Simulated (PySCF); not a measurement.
**RuCl₃: one-bond stretch**

All numbers come from UPBE/[Ru def2-SVP with ECP28, Cl def2-SVP], scalar-relativistic core potentials, density fitting, no spin–orbit coupling, PySCF.

Rigid scan from the quartet minimum (Ru–Cl 2.199 Å, Ru–Cl 2.237 Å (×2); Cl–Ru–Cl 104.8° (×2), Cl–Ru–Cl 150.3°). Coordinate: the bond from Ru to the last atom (Cl) scaled, the rest fixed. Energies in kJ/mol from the minimum.

```csv
scale of one bond,E (kJ/mol),dipole size (D),⟨S²⟩
0.92,29.8,1.04,3.76
0.96,6.5,0.68,3.76
1.00,0.0,0.45,3.76
1.05,7.6,0.58,3.76
1.12,35.7,1.11,3.77
1.20,79.2,1.72,3.77
1.35,163.1,2.62,3.80
1.55,247.1,–,4.05
1.80,300.5,–,4.37
2.20,331.1,–,4.53
```

Spin contamination is strong at 1.55, 1.80, 2.20, so these points are less reliable.

With open d or f shells other occupations or spin states may lie lower.

Other isomers or separated fragments may lie lower.
